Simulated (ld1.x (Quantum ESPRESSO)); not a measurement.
lutetium (Lu): one change to a PAW potential, before and after

ld1.x (Quantum ESPRESSO) 7.5 input, shortened:

```
&input
   title='Lu', zed=71., rel=1, dft='PBE', iswitch=3,
   config='[Xe] 4f14 5d1 6s1.5 6p0'
 /
 &inputp
   pseudotype=3, lpaw=.true., tm=.true., lloc=-2, rcloc=1.35,
   nlcc=.true., new_core_ps=.true., rcore=1.35,
   which_augfun='BESSEL', rmatch_augfun=1.65
 /
6
5S  1  0   2.00   0.00  1.50  1.70  0.0
6S  2  0   1.50   0.00  1.50  1.70  0.0
5P  2  1   6.00   0.00  1.85  2.00  0.0
6P  3  1   0.00   0.00  1.85  2.00  0.0
5D  3  2   1.00   0.00  2.60  3.05  0.0
5D  3  2   0.00   0.30  2.60  3.05  0.0
 &test
   configts(1)='5s2 5p6 5d1 6s1.5 6p0'
 /
```

All-electron outer shells of the reference configuration (PBE, scalar-relativistic, ld1.x):

| shell | level (eV) | outermost node (bohr) | outermost maximum (bohr) |
| --- | --- | --- | --- |
| 5s | -64.23 | 0.57 | 1.04 |
| 5p | -34.84 | 0.61 | 1.19 |
| 4f | -12.79 | – | 0.47 |
| 6s | -7.33 | 1.41 | 3.00 |
| 5d | -4.65 | 0.68 | 1.82 |
| 6p | -3.57 | 1.72 | 4.00 |

Change: waves 5d (bound): rcut 1.84, rcutus 1.94 bohr; 5d channel at 0.3 Ry: rcut 1.84, rcutus 1.94 bohr.

Cutoffs: the cutoffs (Ry, on a coarse ladder) from which the occupation-weighted sum of valence levels, in a spherical-Bessel basis at the reference potential, stays within 10 and 1 mRy of its value at 400 Ry; they do not see the model core or the augmentation charge, which bear on the density cutoff. Errors are all-electron minus pseudo energies relative to the spin-unpolarised reference configuration.

Q: What does the change do?

A: The potential gets neither clearly harder nor softer (21 Ry and 35 Ry → 21 Ry and 35 Ry); the bound ghost in d disappears; of the 7 tests that both files solve, the error grows in 1 and shrinks in 2 by more than 15 % and 0.3 meV (median size 10.6 → 10.5 meV).

```tsv
quantity	base	changed
cutoff, loose	21 Ry	21 Ry
cutoff, tight	35 Ry	35 Ry
loose cutoff by channel (10 mRy a level)	s 15 Ry, p 15 Ry, d 6 Ry	s 15 Ry, p 15 Ry, d 18 Ry
bound ghosts	d	none
error for 5s2 5p6 5d1 6s2 6p0, meV [ΔE -2.99 eV]	+0.4	+0.8
error for 5s2 5p6 5d1 6s1 6p0, meV [ΔE 4.38 eV]	-2.7	-2.3
error for 5s2 5p6 5d1 6s0 6p0, meV [ΔE 17.66 eV]	-23	-19
error for 5s2 5p6 5d0 6s2 6p1, meV [ΔE -2.04 eV]	-11	-10
error for 5s2 5p6 5d1 6s0 6p1, meV [ΔE 8.62 eV]	-7.3	-5.7
error for 5s2 5p6 5d0 6s2 6p0, meV [ΔE 2.27 eV]	-17	-16
error for 5s2 5p5 5d1 6s2 6p0, meV [ΔE 34.05 eV]	-311	-265
lowest overlap eigenvalue by channel	s 0.26, p 0.10, d 0.72	s 0.26, p 0.10, d 0.94
```

 A true bound ghost makes a file unfit for plane-wave use even where its test errors are small: the radial tests pick states by their node count and pass the ghost by.
